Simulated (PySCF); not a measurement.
A calculated (UHF, PySCF 2.14, x2c-QZVPPall with one added diffuse shell each of s, p type, the spin-free X2C one-electron Hamiltonian (Gaussian nucleus)) atom or ion has these occupied shells.

```tsv
shell	electrons	orbital energy (eV)	rms radius, mean of both spins (bohr)
1s α	1	-129.62	0.483
1s β	1	-128.55	0.483
2s α	1	-10.784	2.77
2p α	1	-6.688	3.19
```

Problem. Name the element and its charge.

Solution. Be (beryllium, neutral), in [He] 2s1 2p1, high-spin 3P determinant (an excited configuration).
